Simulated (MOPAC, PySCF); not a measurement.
C₄H₈O, SMILES `C1C(CO)C1` (H–O–C–C torsion -58°, O–C–C–C torsion -77°), neutral singlet in the gas phase. 

Cartesian coordinates (Å):
```xyz
13

O     -1.8928    -0.7220     1.0665
C     -1.2561     0.2238     0.2035
C      0.0426    -0.2689    -0.3758
C      1.2750    -0.2834     0.4826
C      1.1522     0.7174    -0.6329
H     -2.0520    -1.5277     0.5590
H     -1.9401     0.5256    -0.6015
H     -1.0718     1.1001     0.8295
H     -0.0549    -1.0747    -1.0986
H      1.9754    -1.1000     0.3623
H      1.1715     0.0729     1.5003
H      1.7625     0.5823    -1.5167
H      0.9725     1.7527    -0.3677
```
Charge 0, multiplicity 1.

All levels are single points at this geometry (TPSSh-D3(BJ)/def2-TZVP); Pople sets use spherical d functions. Orbital energies aren't observables, and empty levels follow the basis.

```json
[
 {"level": "PBE-D3(BJ)/def2-TZVP in PySCF", "HOMO (eV)": "-6.10", "LUMO (eV)": "0.24", "gap (eV)": "6.34", "dipole (D)": "1.66", "vertical IE, Delta-SCF (eV)": "–"},
 {"level": "TPSSh-D3(BJ)/def2-TZVP in PySCF", "HOMO (eV)": "-6.84", "LUMO (eV)": "0.82", "gap (eV)": "7.67", "dipole (D)": "1.71", "vertical IE, Delta-SCF (eV)": "–"},
 {"level": "B3LYP/3-21G in PySCF", "HOMO (eV)": "-6.58", "LUMO (eV)": "2.75", "gap (eV)": "9.34", "dipole (D)": "1.80", "vertical IE, Delta-SCF (eV)": "–"},
 {"level": "B3LYP/6-311+G** in PySCF", "HOMO (eV)": "-7.57", "LUMO (eV)": "-0.02", "gap (eV)": "7.55", "dipole (D)": "1.90", "vertical IE, Delta-SCF (eV)": "–"},
 {"level": "B3LYP/6-31G* in PySCF", "HOMO (eV)": "-7.04", "LUMO (eV)": "2.15", "gap (eV)": "9.19", "dipole (D)": "1.72", "vertical IE, Delta-SCF (eV)": "9.65"},
 {"level": "BP86/6-31G* in PySCF", "HOMO (eV)": "-5.69", "LUMO (eV)": "1.49", "gap (eV)": "7.18", "dipole (D)": "1.66", "vertical IE, Delta-SCF (eV)": "–"},
 {"level": "PBE/6-31G* in PySCF", "HOMO (eV)": "-5.56", "LUMO (eV)": "1.48", "gap (eV)": "7.04", "dipole (D)": "1.65", "vertical IE, Delta-SCF (eV)": "9.20"},
 {"level": "AM1 in MOPAC", "HOMO (eV)": "-10.94", "LUMO (eV)": "2.72", "gap (eV)": "13.66", "dipole (D)": "1.62", "vertical IE, Delta-SCF (eV)": "–"},
 {"level": "PM7 in MOPAC", "HOMO (eV)": "-10.68", "LUMO (eV)": "2.06", "gap (eV)": "12.74", "dipole (D)": "1.91", "vertical IE, Delta-SCF (eV)": "–"}
]
```
